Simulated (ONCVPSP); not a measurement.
**Pseudopotential generation for Rb (Z = 37): ONCV, PBEsol, fully relativistic.**

ONCVPSP 4.0.1 was run on this input:

```
# ATOM AND REFERENCE CONFIGURATION
# atsym  z   nc   nv     iexc    psfile
  Rb 37.00    6    4  -116133      upf
#
#   n    l    f
    1    0    2.00
    2    0    2.00
    2    1    6.00
    3    0    2.00
    3    1    6.00
    3    2   10.00
    4    0    2.00
    4    1    6.00
    5    0    0.75
    5    1    0.25
#
# PSEUDOPOTENTIAL AND OPTIMIZATION
# lmax
    2
#
#   l,   rc,      ep,       ncon, nbas, qcut
    0    2.35    0.00    4    7    6.60
    1    2.60    0.00    4    9    6.60
    2    2.55    0.07    4    8    3.50
#
# LOCAL POTENTIAL
# lloc, lpopt,  rc(5),   dvloc0
    4    3    2.15    2.00
#
# VANDERBILT-KLEINMAN-BYLANDER PROJECTORs
# l, nproj, debl
    0    2    1.10
    1    2    3.50
    2    3    3.50
#
# MODEL CORE CHARGE
# icmod, fcfact, rcfact
    1    0.40    0.00
#
# LOG DERIVATIVE ANALYSIS
# epsh1, epsh2, depsh
   -3.00    5.00    0.02
#
# OUTPUT GRID
# rlmax, drl
    6.00    0.01
#
# TEST CONFIGURATIONS
# ncnf
    4
# nvcnf
#   n    l    f
    4
    4    0    2.00
    4    1    6.00
    5    0    1.00
    5    1    0.00
#
    4
    4    0    2.00
    4    1    6.00
    5    0    0.00
    5    1    0.00
#
    4
    4    0    2.00
    4    1    6.00
    5    0    0.50
    5    1    0.00
#
    4
    4    0    2.00
    4    1    6.00
    5    0    0.00
    5    1    1.00
#
```

Command:

```bash
oncvpspr.x < Rb.dat > Rb.out
```

Resulting log (shortened: citation, most of the input echo, consistency checks and plot data are left out):

```
ONCVPSP  (Optimized Norm-Conservinng Vanderbilt PSeudopotential)
relativistic version 4.0.1

#   n    l    f        energy (Ha)
    1    0    2.00    -5.5188929D+02
    2    0    2.00    -7.3726880D+01
    2    1    6.00    -6.4653922D+01    -6.6885199D+01
    3    0    2.00    -1.0943677D+01
    3    1    6.00    -8.1580943D+00    -8.4935627D+00
    3    2   10.00    -3.8105284D+00    -3.8674948D+00
    4    0    2.00    -1.1859640D+00
    4    1    6.00    -5.9021740D-01    -6.2277955D-01
    5    0    0.75    -8.8115387D-02
    5    1    0.25    -3.3177898D-02    -3.4272395D-02

Reference configufation results
  iterations    25
  all-electron total energy (Ha)   -2.97958558D+03

Begin loop to  construct optimized pseudo wave functions
and semi-local pseudopoentials for all angular momenta

Calculating optimized projector #   1

 for l=   0

    Fraction of norm inside rc  0.941622
    Optimizing pswf for qcut=   6.59 a_B^-1,  ecut=  21.74 Ha
    Residual kinetic energy error=  2.21D-08 Ha

    Energy error per electron        Cutoff
         Ha          eV             Ha
         0.01000     0.27211        8.01
         0.00100     0.02721       11.48
         0.00010     0.00272       14.33
         0.00001     0.00027       16.64

Calculating optimized projector #   2

 for l=   0

    Fraction of norm inside rc  0.036856
    Optimizing pswf for qcut=   6.59 a_B^-1,  ecut=  21.74 Ha
    Residual kinetic energy error=  4.21D-09 Ha

    Energy error per electron        Cutoff
         Ha          eV             Ha
         0.01000     0.27211        1.94
         0.00100     0.02721        8.78
         0.00010     0.00272       12.49
         0.00001     0.00027       15.44

Calculating optimized projector #   1

 for l=   1

    Fraction of norm inside rc  0.893828
    Optimizing pswf for qcut=   6.60 a_B^-1,  ecut=  21.81 Ha
    Residual kinetic energy error=  7.61D-10 Ha

    Energy error per electron        Cutoff
         Ha          eV             Ha
         0.01000     0.27211        4.95
         0.00100     0.02721        6.71
         0.00010     0.00272        8.26
         0.00001     0.00027        9.67

Calculating optimized projector #   2

 for l=   1

    Fraction of norm inside rc  0.016942
    Optimizing pswf for qcut=   6.60 a_B^-1,  ecut=  21.81 Ha
    Residual kinetic energy error=  1.45D-08 Ha

    Energy error per electron        Cutoff
         Ha          eV             Ha
         0.01000     0.27211        2.27
         0.00100     0.02721        4.35
         0.00010     0.00272        6.16
         0.00001     0.00027        7.63

Calculating optimized projector #   1

 for l=   1

    Fraction of norm inside rc  0.905017
    Optimizing pswf for qcut=   6.60 a_B^-1,  ecut=  21.81 Ha
    Residual kinetic energy error=  7.13D-10 Ha

    Energy error per electron        Cutoff
         Ha          eV             Ha
         0.01000     0.27211        5.26
         0.00100     0.02721        7.19
         0.00010     0.00272        8.84
         0.00001     0.00027       10.39

Calculating optimized projector #   2

 for l=   1

    Fraction of norm inside rc  0.017014
    Optimizing pswf for qcut=   6.60 a_B^-1,  ecut=  21.81 Ha
    Residual kinetic energy error=  1.06D-08 Ha

    Energy error per electron        Cutoff
         Ha          eV             Ha
         0.01000     0.27211        2.40
         0.00100     0.02721        4.60
         0.00010     0.00272        6.47
         0.00001     0.00027        8.11

   Wellstate for l =  2  n =  4 kap= -3
     eigenvalue =   0.0700
     asymptotic potential =   0.5700
     half-point radius =  6.3274

   Wellstate for l =  2  n =  7 kap= -3
     eigenvalue =   3.5700
     asymptotic potential =   4.0700
     half-point radius =  4.2847

   Wellstate for l =  2  n =  9 kap= -3
     eigenvalue =   7.0700
     asymptotic potential =   7.5700
     half-point radius =  4.3947

Calculating optimized projector #   1

 for l=   2

    Fraction of norm inside rc  0.377728
    Optimizing pswf for qcut=   3.49 a_B^-1,  ecut=   6.10 Ha
    Residual kinetic energy error=  1.77D-03 Ha

    Energy error per electron        Cutoff
         Ha          eV             Ha
         0.01000     0.27211        4.53
         0.00100     0.02721        7.25
         0.00010     0.00272       30.59
         0.00001     0.00027       37.31

Calculating optimized projector #   2

 for l=   2

    Fraction of norm inside rc  0.201174
    Optimizing pswf for qcut=   3.49 a_B^-1,  ecut=   6.10 Ha
    Residual kinetic energy error=  2.63D-01 Ha

    Energy error per electron        Cutoff
         Ha          eV             Ha
         0.01000     0.27211       10.07
         0.00100     0.02721       40.72
         0.00010     0.00272       47.63
         0.00001     0.00027       59.08

Calculating optimized projector #   3

 for l=   2

    Fraction of norm inside rc  0.129417
    Optimizing pswf for qcut=   3.49 a_B^-1,  ecut=   6.10 Ha
    Residual kinetic energy error=  1.61D+00 Ha

    Energy error per electron        Cutoff
         Ha          eV             Ha
         0.01000     0.27211       12.08
         0.00100     0.02721       20.22
         0.00010     0.00272       41.30
         0.00001     0.00027       59.90

   Wellstate for l =  2  n =  4 kap=  2
     eigenvalue =   0.0700

   Wellstate for l =  2  n =  7 kap=  2
     eigenvalue =   3.5685

   Wellstate for l =  2  n =  9 kap=  2
     eigenvalue =   7.0668

Calculating optimized projector #   1

 for l=   2

    Fraction of norm inside rc  0.382448
    Optimizing pswf for qcut=   3.49 a_B^-1,  ecut=   6.10 Ha
    Residual kinetic energy error=  1.88D-03 Ha

    Energy error per electron        Cutoff
         Ha          eV             Ha
         0.01000     0.27211        4.57
         0.00100     0.02721        7.37
         0.00010     0.00272       30.92
         0.00001     0.00027       37.46

Calculating optimized projector #   2

 for l=   2

    Fraction of norm inside rc  0.201774
    Optimizing pswf for qcut=   3.49 a_B^-1,  ecut=   6.10 Ha
    Residual kinetic energy error=  2.70D-01 Ha

    Energy error per electron        Cutoff
         Ha          eV             Ha
         0.01000     0.27211       11.01
         0.00100     0.02721       40.86
         0.00010     0.00272       47.72
         0.00001     0.00027       59.41

Calculating optimized projector #   3

 for l=   2

    Fraction of norm inside rc  0.130067
    Optimizing pswf for qcut=   3.49 a_B^-1,  ecut=   6.10 Ha
    Residual kinetic energy error=  1.62D+00 Ha

    Energy error per electron        Cutoff
         Ha          eV             Ha
         0.01000     0.27211       12.13
         0.00100     0.02721       20.48
         0.00010     0.00272       41.39
         0.00001     0.00027       59.89

Construct Vanderbilt / Kleinmman-Bylander projectors

B matrix Hermiticity error, ll=  0  kap= -1
   1   2    4.3595D-05

  Orthonormal projector coefficients -1.0577E+01 -1.1862E+00

B matrix Hermiticity error, ll=  1  kap= -2
   1   2    1.1849D-05

  Orthonormal projector coefficients -1.6417E+00 -2.7890E-01

B matrix Hermiticity error, ll=  1  kap=  1
   1   2    1.2867D-05

  Orthonormal projector coefficients -1.7628E+00 -3.1141E-01

B matrix Hermiticity error, ll=  2  kap= -3
   1   2    5.6772D-05
   1   3    1.3259D-04
   2   3   -1.6552D-04

  Orthonormal projector coefficients -2.2905E+00 -1.6094E+00 -8.8363E-01

B matrix Hermiticity error, ll=  2  kap=  2
   1   2    5.7215D-05
   1   3    1.3463D-04
   2   3   -1.6603D-04

  Orthonormal projector coefficients -2.3205E+00 -1.6326E+00 -8.9861E-01

 Orthonormal scalar projector coefficients, l =  1
 -1.6814E+00 -2.8905E-01 -1.3768E-03 -2.1782E-07

 Orthonormal spin-orbit projector coefficients, l =  1
  1.0930E-01 -1.8022E-02  1.1092E-02 -2.6682E-05

 Orthonormal scalar projector coefficients, l =  2
 -2.3025E+00 -1.6186E+00 -8.8963E-01 -1.3768E-05 -1.8246E-06 -2.8519E-07

 Orthonormal spin-orbit projector coefficients, l =  2
  1.2749E-02  1.1033E-02  5.1556E-03 -1.4502E-03 -1.7049E-04 -3.9256E-05

Model core correction analysis
  based on d2Exc/dn_idn_j

d2excae - all-electron derivatives

   -2.407227D-02   -1.996811D-02   -7.993437D-04   -4.294332D-04
   -2.003448D-02   -1.839521D-02   -6.223095D-04   -3.122615D-04
   -9.495850D-04   -8.957262D-04   -8.655768D-05   -1.054697D-05
   -4.488794D-04   -3.510160D-04   -1.822951D-05   -8.753319D-06

d2excps - pseudofunction derivatives with no core correction

   -3.702061D-02   -2.924624D-02   -1.392863D-03   -6.671114D-04
   -2.933487D-02   -2.630634D-02   -1.034603D-03   -4.782643D-04
   -1.591889D-03   -1.396423D-03   -1.513772D-04   -2.099898D-05
   -6.929102D-04   -5.295742D-04   -3.116932D-05   -1.400216D-05

rms 2nd derivative error    5.026132E-03

Polynomial model core charge

d2excps - pseudofunction derivatives with core correction

   -2.827398D-02   -2.470722D-02   -8.740575D-04   -5.085393D-04
   -2.479483D-02   -2.370718D-02   -7.596242D-04   -3.858107D-04
   -1.072476D-03   -1.120624D-03   -1.214311D-04   -1.167080D-05
   -5.342402D-04   -4.370001D-04   -2.181877D-05   -1.080761D-05

rms 2nd derivative error    2.386279E-03

Pseudoatom total energy  -24.465148

Diagnostic tests using Vanderbilt-Kleinman-Bylander pseudopotentials
  relativistic with J = L +/- 1/2 projectors

   l  kap   rcore       rmatch      e in        delta e    norm test   slope test

   0  -1   2.3631613   2.4349120  -1.1859640   0.0000050   0.9999359   0.9999352
   0  -1   2.3631613   2.4349120  -0.0881154   0.0000006   1.0000199   1.0000155

   1  -2   2.6005252   2.6794828  -0.5902174  -0.0000009   1.0000595   1.0000628
   1   1   2.6005252   2.6794828  -0.6227796  -0.0000004   1.0000637   1.0000629
   1  -2   2.6005252   2.6794828  -0.0331779   0.0000001   1.0000105   1.0000101
   1   1   2.6005252   2.6794828  -0.0342724   0.0000004   1.0000188   1.0000180

   2  -3   2.5542719   2.6318251   0.0700000   0.0000004   0.9999892   0.9999892
   2   2   2.5542719   2.6318251   0.0685393   0.0000010   0.9999894   0.9999894
   2  -3   2.5542719   2.6318251   3.5700000   0.0000132   1.0001597   1.0001597
   2   2   2.5542719   2.6318251   3.5668428   0.0000128   1.0001600   1.0001600
   2  -3   2.5542719   2.6318251   7.0700000   0.0001729   1.0001687   1.0001687
   2   2   2.5542719   2.6318251   7.0671687   0.0001723   1.0001689   1.0001689

Diagnostic tests using Vanderbilt-Kleinman-Bylander pseudopotentials
  relativistic with scalar and spin-orbit non-local projectors

   l  kap   rcore       rmatch      e in        delta e    norm test   slope test

   0  -1   2.3631613   2.4349120  -1.1859640   0.0000050   0.9999359   0.9999352
   0  -1   2.3631613   2.4349120  -0.0881154   0.0000006   1.0000199   1.0000155

   1  -2   2.6005252   2.6794828  -0.5902174   0.0000054   1.0000586   1.0000699
   1   1   2.6005252   2.6794828  -0.6227796  -0.0000048   1.0000584   1.0000524
   1  -2   2.6005252   2.6794828  -0.0331779   0.0000002   1.0000179   1.0000106
   1   1   2.6005252   2.6794828  -0.0342724   0.0000004   1.0000228   1.0000182

   2  -3   2.5542719   2.6318251   0.0700000   0.0000011   0.9999891   0.9999891
   2   2   2.5542719   2.6318251   0.0685393   0.0000016   0.9999894   0.9999894
   2  -3   2.5542719   2.6318251   3.5700000   0.0000138   1.0001595   1.0001595
   2   2   2.5542719   2.6318251   3.5668428   0.0000135   1.0001598   1.0001598
   2  -3   2.5542719   2.6318251   7.0700000   0.0001729   1.0001687   1.0001687
   2   2   2.5542719   2.6318251   7.0671687   0.0001723   1.0001690   1.0001690

Ghost test for J = L + 1/2

 Testing for bound ghosts
   n   l    E NL Schr. Eq   E Basis Diag.   E Cutoff

       0                       -2.791433     34.04  WARNING - GHOST(-)
   1   0       -1.185959       -1.185958     34.04
   2   0       -0.088115       -0.040387     34.04

   2   1       -0.590218       -0.590210     58.61
   3   1       -0.033178        0.041645     58.61

   3   2       -0.005597        0.040225     67.74

 Testing for highly-localized positive-energy ghosts
       l    <radius>/rc     E Basis Diag.   E Cutoff

Ghost test for J = L - 1/2

 Testing for bound ghosts
   n   l    E NL Schr. Eq   E Basis Diag.   E Cutoff

       0                       -2.791433     34.04  WARNING - GHOST(-)
   1   0       -1.185959       -1.185958     34.04
   2   0       -0.088115       -0.040387     34.04

   2   1       -0.622780       -0.622774     58.61
   3   1       -0.034272        0.037513     58.61

   3   2       -0.005775        0.039174     67.74

 Testing for highly-localized positive-energy ghosts
       l    <radius>/rc     E Basis Diag.   E Cutoff

Test configuration 0

   n   l kap    f        eae           eps        diff
   1   0  -1  2.0000 -551.88928610
   2   0  -1  2.0000  -73.72687976
   2   1  -2  4.0000  -64.65392203
   2   1   1  2.0000  -66.88519904
   3   0  -1  2.0000  -10.94367706
   3   1  -2  4.0000   -8.15809425
   3   1   1  2.0000   -8.49356269
   3   2  -3  6.0000   -3.81052845
   3   2   2  4.0000   -3.86749477
   4   0  -1  2.0000   -1.18596405   -1.18595903    5.02E-06
   4   1  -2  4.0000   -0.59021740   -0.59021826   -8.60E-07
   4   1   1  2.0000   -0.62277955   -0.62277994   -3.92E-07
   5   0  -1  0.7500   -0.08811539   -0.08811481    5.79E-07
   5   1  -2  0.1667   -0.03317790   -0.03317776    1.36E-07
   5   1   1  0.0833   -0.03427240   -0.03427199    4.05E-07

    Total energies and differences
      AE_ref= -2.97958558E+03  AE_tst= -2.97958558E+03  dif=  0.00E+00
      PS_ref= -2.44651477E+01  PS_tst= -2.44651477E+01  dif= -1.88E-13
      PSP excitation error=  1.88E-13

Test configuration 1

   n   l kap    f        eae           eps        diff
   1   0  -1  2.0000 -551.87534878
   2   0  -1  2.0000  -73.71293340
   2   1  -2  4.0000  -64.63998518
   2   1   1  2.0000  -66.87126318
   3   0  -1  2.0000  -10.92971815
   3   1  -2  4.0000   -8.14413946
   3   1   1  2.0000   -8.47960693
   3   2  -3  6.0000   -3.79657727
   3   2   2  4.0000   -3.85354329
   4   0  -1  2.0000   -1.17206194   -1.17203891    2.30E-05
   4   1  -2  4.0000   -0.57659549   -0.57659847   -2.98E-06
   4   1   1  2.0000   -0.60911053   -0.60911109   -5.63E-07
   5   0  -1  1.0000   -0.08167198   -0.08167059    1.39E-06
   5   1  -2  0.0000   -0.02673769   -0.02673769    0.00E+00
   5   1   1  0.0000   -0.02784169   -0.02784169    0.00E+00

    Total energies and differences
      AE_ref= -2.97958558E+03  AE_tst= -2.97959921E+03  dif= -1.36E-02
      PS_ref= -2.44651477E+01  PS_tst= -2.44787828E+01  dif= -1.36E-02
      PSP excitation error= -2.01E-07

Test configuration 2

   n   l kap    f        eae           eps        diff
   1   0  -1  2.0000 -552.08695796
   2   0  -1  2.0000  -73.92437412
   2   1  -2  4.0000  -64.85141157
   2   1   1  2.0000  -67.08269030
   3   0  -1  2.0000  -11.14102456
   3   1  -2  4.0000   -8.35542040
   3   1   1  2.0000   -8.69089825
   3   2  -3  6.0000   -4.00782560
   3   2   2  4.0000   -4.06479537
   4   0  -1  2.0000   -1.38202791   -1.38212075   -9.28E-05
   4   1  -2  4.0000   -0.78458010   -0.78458731   -7.21E-06
   4   1   1  2.0000   -0.81741287   -0.81742811   -1.52E-05
   5   0  -1  0.0000   -0.21730711   -0.21730711    0.00E+00
   5   1  -2  0.0000   -0.12816298   -0.12816298    0.00E+00
   5   1   1  0.0000   -0.13096028   -0.13096028    0.00E+00

    Total energies and differences
      AE_ref= -2.97958558E+03  AE_tst= -2.97944968E+03  dif=  1.36E-01
      PS_ref= -2.44651477E+01  PS_tst= -2.43292523E+01  dif=  1.36E-01
      PSP excitation error= -1.36E-06

Test configuration 3

   n   l kap    f        eae           eps        diff
   1   0  -1  2.0000 -551.97357690
   2   0  -1  2.0000  -73.81108978
   2   1  -2  4.0000  -64.73813812
   2   1   1  2.0000  -66.96941666
   3   0  -1  2.0000  -11.02781672
   3   1  -2  4.0000   -8.24222857
   3   1   1  2.0000   -8.57770006
   3   2  -3  6.0000   -3.89465344
   3   2   2  4.0000   -3.95162094
   4   0  -1  2.0000   -1.26965911   -1.26968218   -2.31E-05
   4   1  -2  4.0000   -0.67354891   -0.67355488   -5.97E-06
   4   1   1  2.0000   -0.70617061   -0.70617814   -7.54E-06
   5   0  -1  0.5000   -0.14856290   -0.14856351   -6.17E-07
   5   1  -2  0.0000   -0.07985618   -0.07985618    0.00E+00
   5   1   1  0.0000   -0.08157504   -0.08157504    0.00E+00

    Total energies and differences
      AE_ref= -2.97958558E+03  AE_tst= -2.97954183E+03  dif=  4.37E-02
      PS_ref= -2.44651477E+01  PS_tst= -2.44214038E+01  dif=  4.37E-02
      PSP excitation error=  2.30E-07

Test configuration 4

   n   l kap    f        eae           eps        diff
   1   0  -1  2.0000 -551.92947503
   2   0  -1  2.0000  -73.76709393
   2   1  -2  4.0000  -64.69410633
   2   1   1  2.0000  -66.92538030
   3   0  -1  2.0000  -10.98392757
   3   1  -2  4.0000   -8.19833155
   3   1   1  2.0000   -8.53380320
   3   2  -3  6.0000   -3.85075409
   3   2   2  4.0000   -3.90772141
   4   0  -1  2.0000   -1.22594254   -1.22599478   -5.22E-05
   4   1  -2  4.0000   -0.62924593   -0.62924188    4.04E-06
   4   1   1  2.0000   -0.66196186   -0.66196340   -1.53E-06
   5   0  -1  0.0000   -0.10458161   -0.10458161    0.00E+00
   5   1  -2  0.6667   -0.04837032   -0.04837030    2.77E-08
   5   1   1  0.3333   -0.04948996   -0.04948985    1.07E-07

    Total energies and differences
      AE_ref= -2.97958558E+03  AE_tst= -2.97954438E+03  dif=  4.12E-02
      PS_ref= -2.44651477E+01  PS_tst= -2.44239517E+01  dif=  4.12E-02
      PSP excitation error= -1.07E-06
```

Note: ghosts flagged at negative energy: s at -76.0 eV; no localised positive-energy state flagged. A true bound ghost makes a file unfit for plane-wave use.

The run took about 6.9 s on one core of a shared server CPU.
